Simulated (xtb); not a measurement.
p-xylene (C8H10), singlet, geometry from GFN2-xTB; GFN1-xTB with ALPB(benzene) (xtb).

The xtb input:
```
$ xtb mol.xyz --gfn 1 --alpb benzene --json

# file mol.xyz
18

C      2.90010343     0.10407050     0.07787277
C      1.40316491     0.03832036     0.03106845
C      0.69680774     0.62920730    -1.00842597
C     -0.68465728     0.58487718    -1.04300050
C     -1.40253119    -0.05177108    -0.03913414
C     -2.90108119    -0.08331770    -0.06542841
C     -0.69623188    -0.64142983     1.00109676
C      0.68523148    -0.59706443     1.03569245
H      3.31899475     0.12674528    -0.92572707
H      3.21787642     1.01005545     0.59561790
H      3.30982381    -0.74990579     0.61248457
H      1.23551140     1.12768548    -1.80226716
H     -1.21364435     1.04918714    -1.86364012
H     -3.27853436    -0.98551728     0.41076665
H     -3.30198950     0.77524528     0.47493309
H     -3.27255782    -0.04106511    -1.08678823
H     -1.23473299    -1.14420713     1.79236000
H      1.21441655    -1.06557715     1.85381189
```

Task: Predict the main parts of the log of this xtb run.

Result: 
```
   ID    Z sym.   atoms
    1    6 C      1-8
    2    1 H      9-18

           -------------------------------------------------
          |                Calculation Setup                |
           -------------------------------------------------

           -------------------------------------------------
          |                 G F N 1 - x T B                 |
           -------------------------------------------------

      * Solvation model:               ALPB
        Solvent                        benzene
        Parameter file                 internal GFN1-xTB/ALPB
        Dielectric constant                7.0000E+00
        Reference state                gsolv [1 M gas/solution]
        Free energy shift                  5.0562E-03 Eh       3.1728E+00 kcal/mol
        Temperature                        2.9815E+02 K
        Density                            8.6700E-01 kg/L
        Solvent mass                       7.8110E+01 g/mol
        Interaction kernel             P16
        Born radius scaling (c1)           1.7593E+00
        Born radii integrator          GBOBC
        Born offset                        0.0000E+00 a0       0.0000E+00 AA
        H-bond correction              false
        Ion screening                  false
        Surface tension                    1.0000E-05 Eh       1.5569E+01 dyn/cm
        Grid points                               230 per atom

          ...................................................
          :                      SETUP                      :
          :.................................................:
          :  # basis functions                  52          :
          :  # atomic orbitals                  52          :
          :  # shells                           36          :
          :  # electrons                        42          :
          :  # halogen bonds                     0          :
          :  max. iterations                   250          :
          :  Hamiltonian                  GFN1-xTB          :
          :  restarted?                      false          :
          :  GBSA solvation                   true          :
          :  PC potential                    false          :
          :  electronic temp.          300.0000000     K    :
          :  accuracy                    1.0000000          :
          :  -> integral cutoff          0.2500000E+02      :
          :  -> integral neglect         0.1000000E-07      :
          :  -> SCF convergence          0.1000000E-05 Eh   :
          :  -> wf. convergence          0.2000000E-04 e    :
          :  Broyden damping             0.4000000          :
          :  net charge                          0          :
          :  unpaired electrons                  0          :
          ...................................................

 iter      E             dE          RMSdq      gap      omega  full diag
   1    -22.6748481 -0.226748E+02  0.915E+00    4.42       0.0  T
   2    -22.7009507 -0.261026E-01  0.551E+00    4.56       1.0  T
   3    -22.7016993 -0.748619E-03  0.435E-01    4.43       1.0  T
   4    -22.7026066 -0.907254E-03  0.110E-01    4.49       1.0  T
   5    -22.7026756 -0.689853E-04  0.731E-03    4.50       3.2  T
   6    -22.7026759 -0.366808E-06  0.626E-04    4.50      37.7  T
   7    -22.7026759 -0.136318E-08  0.102E-04    4.50     231.9  T
   8    -22.7026759 -0.130299E-09  0.119E-05    4.50    1988.8  T

   *** convergence criteria satisfied after 8 iterations ***

         :::::::::::::::::::::::::::::::::::::::::::::::::::::
         ::                     SUMMARY                     ::
         :::::::::::::::::::::::::::::::::::::::::::::::::::::
         :: total energy             -22.313011133972 Eh    ::
         :: total w/o Gsasa/hb       -22.304040537220 Eh    ::
         :: gradient norm              0.010249866031 Eh/a0 ::
         :: HOMO-LUMO gap              4.498107388175 eV    ::
         ::.................................................::
         :: SCC energy               -22.702675928931 Eh    ::
         :: -> electrostatic           0.000770849850 Eh    ::
         :: -> Gsolv                  -0.009297159810 Eh    ::
         ::    -> Gelec               -0.000326563058 Eh    ::
         ::    -> Gsasa               -0.014026754930 Eh    ::
         ::    -> Ghb                  0.000000000000 Eh    ::
         ::    -> Gshift               0.005056158178 Eh    ::
         :: repulsion energy           0.397575801750 Eh    ::
         :: dispersion energy         -0.007911006791 Eh    ::
         :: halogen bond corr.         0.000000000000 Eh    ::
         :: add. restraining           0.000000000000 Eh    ::
         :: total charge              -0.000000000000 e     ::
         :::::::::::::::::::::::::::::::::::::::::::::::::::::

           -------------------------------------------------
          |                Property Printout                |
           -------------------------------------------------

    * Orbital Energies and Occupations

         #    Occupation            Energy/Eh            Energy/eV
      -------------------------------------------------------------
         1        2.0000           -0.6658491             -18.1187
       ...           ...                  ...                  ...
         9        2.0000           -0.5496883             -14.9578
        10        2.0000           -0.5376549             -14.6303
        11        2.0000           -0.5355217             -14.5723
        12        2.0000           -0.5295415             -14.4096
        13        2.0000           -0.5186196             -14.1124
        14        2.0000           -0.5144918             -14.0000
        15        2.0000           -0.5065656             -13.7844
        16        2.0000           -0.4929777             -13.4146
        17        2.0000           -0.4879939             -13.2790
        18        2.0000           -0.4640190             -12.6266
        19        2.0000           -0.4575223             -12.4498
        20        2.0000           -0.4326062             -11.7718
        21        2.0000           -0.4179128             -11.3720 (HOMO)
        22                         -0.2526104              -6.8739 (LUMO)
        23                         -0.2495838              -6.7915
        24                         -0.1317971              -3.5864
        25                         -0.1269315              -3.4540
        26                         -0.1266471              -3.4462
        27                         -0.1034703              -2.8156
        28                         -0.0920157              -2.5039
        29                         -0.0892314              -2.4281
        30                         -0.0702315              -1.9111
        31                         -0.0614139              -1.6712
        32                         -0.0577686              -1.5720
       ...                                ...                  ...
        52                          0.6687274              18.1970
      -------------------------------------------------------------
                  HL-Gap            0.1653024 Eh            4.4981 eV
             Fermi-level           -0.3352616 Eh           -9.1229 eV

  Mulliken/CM5 charges         n(s)   n(p)   n(d)
     1C    -0.08945 -0.23497   1.005  3.084  0.000
     2C     0.01009 -0.00804   1.080  2.910  0.000
     3C    -0.04329 -0.09755   1.057  2.986  0.000
     4C    -0.04328 -0.09754   1.057  2.986  0.000
     5C     0.01009 -0.00804   1.080  2.910  0.000
     6C    -0.08945 -0.23497   1.005  3.084  0.000
     7C    -0.04329 -0.09755   1.057  2.986  0.000
     8C    -0.04328 -0.09754   1.057  2.986  0.000
     9H     0.03578  0.08853   0.964  0.000  0.000
    10H     0.04002  0.09215   0.960  0.000  0.000
    11H     0.03556  0.08834   0.964  0.000  0.000
    12H     0.02728  0.08454   0.973  0.000  0.000
    13H     0.02729  0.08454   0.973  0.000  0.000
    14H     0.03578  0.08853   0.964  0.000  0.000
    15H     0.04002  0.09215   0.960  0.000  0.000
    16H     0.03556  0.08834   0.964  0.000  0.000
    17H     0.02728  0.08454   0.973  0.000  0.000
    18H     0.02729  0.08454   0.973  0.000  0.000

Wiberg/Mayer (AO) data.
largest (>0.10) Wiberg bond orders for each atom

 ---------------------------------------------------------------------------
     #   Z sym  total        # sym  WBO       # sym  WBO       # sym  WBO
 ---------------------------------------------------------------------------
     1   6 C    3.996 --     2 C    1.022    11 H    0.983     9 H    0.982
                            10 H    0.971
     2   6 C    3.990 --     8 C    1.413     3 C    1.413     1 C    1.022
                             5 C    0.107
     3   6 C    3.996 --     4 C    1.450     2 C    1.413    12 H    0.973
                             7 C    0.109
     4   6 C    3.996 --     3 C    1.450     5 C    1.413    13 H    0.973
                             8 C    0.109
     5   6 C    3.990 --     4 C    1.413     7 C    1.413     6 C    1.022
                             2 C    0.107
     6   6 C    3.996 --     5 C    1.022    16 H    0.983    14 H    0.982
                            15 H    0.971
     7   6 C    3.996 --     8 C    1.450     5 C    1.413    17 H    0.973
                             3 C    0.109
     8   6 C    3.996 --     7 C    1.450     2 C    1.413    18 H    0.973
                             4 C    0.109
     9   1 H    1.004 --     1 C    0.982
    10   1 H    1.006 --     1 C    0.971
    11   1 H    1.004 --     1 C    0.983
    12   1 H    1.002 --     3 C    0.973
    13   1 H    1.002 --     4 C    0.973
    14   1 H    1.004 --     6 C    0.982
    15   1 H    1.006 --     6 C    0.971
    16   1 H    1.004 --     6 C    0.983
    17   1 H    1.002 --     7 C    0.973
    18   1 H    1.002 --     8 C    0.973
 ---------------------------------------------------------------------------

Topologies differ in total number of bonds
Writing topology from bond orders to xtbtopo.mol

 dipole moment from electron density (au)
     X       Y       Z
  -0.0018   0.0378   0.0227  total (Debye):    0.112

           -------------------------------------------------
          | TOTAL ENERGY              -22.313011133972 Eh   |
          | GRADIENT NORM               0.010249866031 Eh/α |
          | HOMO-LUMO GAP               4.498107388175 eV   |
           -------------------------------------------------

normal termination of xtb
```
